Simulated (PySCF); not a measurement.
HOSi, SMILES O=[SiH] (connectivity only; charge and spin as stated), charge +1, multiplicity 1. Geometry optimised at PBE0-D3(BJ)/def2-TZVPD. The spin state was assumed, not searched. The isomer is the one that the SMILES or the coordinates give; other isomers of the formula were not compared.

TDDFT-M06-2X/def2-TZVPD (PySCF) puts the lowest singlet excitations at 5.25, 5.25, 5.29, 5.71, 5.71, 6.51 eV.

Q: What are the lowest excitation roots from PySCF with ADC(3)/aug-cc-pVDZ? (Estimate from the structure and the level; the computed values follow.)

A: 6.05, 6.05, 6.20, 6.25, 7.37, 7.72 eV. S1 differs by 0.80 eV (second minus first; roots are paired by order, and the bases may differ).
